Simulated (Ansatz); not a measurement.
Reaction (formal exchange of groups at the Al–H bond): `[AlH3]` + `FCOCS` → `[AlH2][CH2]OCS` + H–F

Gas-phase electronic energies from Ansatz, PBE0-D4/def2-TZVP geometries. CCSD(T)/CBS adds triple-zeta CCSD(T) − MP2 to the extrapolated MP2 energy (def2 sets, frozen cores). This one scheme is used for every species. Functionals use def2-TZVPP. B3LYP here is the variant with VWN-RPA as its local correlation; programs differ in this. Each species was taken in one conformer, which may not be the lowest.

`[AlH3]`:

Z-matrix (Å, degrees):
```
Al
H 1 1.586
H 1 1.586 2 120.0
H 1 1.586 2 120.0 3 -179.9
```

`FCOCS`:

Cartesian coordinates in Å:
```
F -0.673 -1.881 -0.769
C -1.039 -0.556 -0.909
O -0.669 0.180 0.183
C 0.728 0.373 0.291
S 1.113 1.590 1.544
H -2.127 -0.513 -0.976
H -0.559 -0.197 -1.830
H 1.130 0.773 -0.649
H 1.230 -0.570 0.514
H 0.867 0.801 2.601
```

`[AlH2][CH2]OCS`:

Cartesian coordinates in Å:
```
Al 0.684 0.681 2.293
C 0.585 -0.180 0.525
O -0.136 0.623 -0.397
C -0.301 0.047 -1.649
S -1.420 -1.389 -1.705
H -0.091 2.027 2.608
H 1.563 -0.040 3.402
H 0.102 -1.166 0.628
H 1.596 -0.394 0.136
H -0.685 0.821 -2.312
H 0.649 -0.332 -2.048
H -2.548 -0.696 -1.482
```

H–F:

```xyz
2

F    -0.320    0.321    0.078
H     0.320   -0.321   -0.078
```

```
             level  ΔE (kJ/mol)  difference from CCSD(T)/CBS
            PBE-D4        -42.3                          5.0
         r2SCAN-D4        -36.3                         11.0
           PBE0-D4        -40.8                          6.5
          B3LYP-D4        -36.3                         11.0
            B2PLYP        -34.7                         12.6
            r2SCAN        -35.0                         12.3
    MP2/def2-TZVPP        -49.8                         -2.5
SCS-MP2/def2-TZVPP        -38.6                          8.7
    MP2/def2-QZVPP        -54.3                         -7.0
     MP2/CBS(def2)        -57.3                        -10.0
       CCSD(T)/CBS        -47.3                            0
```

Largest T1 diagnostic among the species: 0.012.

In def2-TZVPP, CCSD(T) changes the Hartree–Fock value by −32.4 kJ/mol (the triples alone add −3.4 kJ/mol) and MP2 by −42.5 kJ/mol. The D4 term adds −7.7 kJ/mol with B3LYP and −4.3 kJ/mol with PBE0; it sums over pairs of atoms, weighted by their polarisabilities, and B3LYP, whose exchange is more repulsive, gets the larger term.
